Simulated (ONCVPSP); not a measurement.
# How hard is this C (Z = 6) ONCV potential?

```
Element                 : C (Z = 6)
Generator               : ONCVPSP 4.0.1
Type                    : optimised norm-conserving Vanderbilt (ONCV)
Functional              : PBE
Relativity              : scalar-relativistic
Frozen core             : [He]
Valence charge          : 4
Reference configuration : 2s2 2p2
Partial waves           : 2s: rc 1.25 bohr, ncon 3, nbas 6, qcut 5.2 1/bohr, 2 projectors, debl 3.5 Ha; 2p: rc 1.50 bohr, ncon 3, nbas 8, qcut 5.2 1/bohr, 2 projectors, debl 3.3 Ha
Local potential         : polynomial inside 1.05 bohr (lpopt 5, dvloc0 0 Ha)
Core correction         : Teter function, fcfact 3.75, rcfact 1.25
```

For each optimised wave give the share of its norm inside rc, the residual kinetic energy above qcut (Ha) and the cutoffs (Ha) for errors of 10, 1, 0.1 and 0.01 mHa per electron.

| wave | norm inside rc | residual KE | 10 mHa | 1 mHa | 0.1 mHa | 0.01 mHa |
| --- | --- | --- | --- | --- | --- | --- |
| 2s | 0.369 | 1.4e-03 | 8.3 | 14.8 | 56.0 | 99.7 |
| s projector 2 | 0.087 | 4.8e-03 | 11.8 | 18.2 | 58.4 | 74.3 |
| 2p | 0.462 | 2.2e-03 | 10.7 | 21.7 | 97.9 | not reached |
| p projector 2 | 0.142 | 3.2e-02 | 17.0 | 79.0 | 133.6 | not reached |

The occupied waves need 22 Ha and 98 Ha for 1 and 0.1 mHa. The cutoffs count occupied waves only; projector 2 of the p channel, the hardest unoccupied one, needs 79 Ha at the loose tolerance. Its largest configuration-test error is +596 meV.
